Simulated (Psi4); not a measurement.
Intermolecular potential of C2H6 ··· COS (SMILES CC and O=C=S). Monomers: optimised at B3LYP-D3(BJ) (def2-TZVP), held rigid. Orientation: a higher rigid-body minimum at GFN2-xTB. R is the distance of the centres of mass, along which the second monomer moves.

Geometry at R = 4.37 Å (first 8 atoms: monomer A):
```
11

C      0.7625    -0.0184     0.0256
C     -0.7625     0.0184    -0.0256
H      1.2007     0.6693    -0.7004
H      1.1334     0.2644     1.0128
H      1.1431    -1.0175    -0.1957
H     -1.1431     1.0175     0.1957
H     -1.1334    -0.2643    -1.0128
H     -1.2007    -0.6694     0.7004
O      3.5908    -0.4678     2.6170
C      3.8151    -1.1416     1.7054
S      4.1183    -2.0524     0.4730
```

Method: Psi4 1.11 with SAPT0/jun-cc-pVDZ, frozen core.

Components in kcal/mol:

```json
[
 {"R / Å": "3.74", "electrostatics": "-4.58", "exchange": "12.76", "induction": "-0.96", "dispersion": "-3.79", "total": "3.43"},
 {"R / Å": "3.92", "electrostatics": "-2.63", "exchange": "7.14", "induction": "-0.53", "dispersion": "-2.72", "total": "1.27"},
 {"R / Å": "4.08", "electrostatics": "-1.61", "exchange": "4.24", "induction": "-0.31", "dispersion": "-2.05", "total": "0.27"},
 {"R / Å": "4.37", "electrostatics": "-0.68", "exchange": "1.63", "induction": "-0.12", "dispersion": "-1.25", "total": "-0.41"},
 {"R / Å": "4.49", "electrostatics": "-0.48", "exchange": "1.09", "induction": "-0.08", "dispersion": "-1.02", "total": "-0.49"},
 {"R / Å": "4.69", "electrostatics": "-0.28", "exchange": "0.56", "induction": "-0.04", "dispersion": "-0.75", "total": "-0.50"},
 {"R / Å": "5.04", "electrostatics": "-0.11", "exchange": "0.17", "induction": "-0.01", "dispersion": "-0.44", "total": "-0.40"},
 {"R / Å": "5.45", "electrostatics": "-0.05", "exchange": "0.04", "induction": "0.00", "dispersion": "-0.25", "total": "-0.26"},
 {"R / Å": "5.93", "electrostatics": "-0.02", "exchange": "0.01", "induction": "0.00", "dispersion": "-0.14", "total": "-0.16"},
 {"R / Å": "6.60", "electrostatics": "-0.01", "exchange": "0.00", "induction": "0.00", "dispersion": "-0.07", "total": "-0.08"},
 {"R / Å": "7.53", "electrostatics": "0.00", "exchange": "0.00", "induction": "0.00", "dispersion": "-0.03", "total": "-0.03"},
 {"R / Å": "8.95", "electrostatics": "0.00", "exchange": "0.00", "induction": "0.00", "dispersion": "-0.01", "total": "-0.01"}
]
```
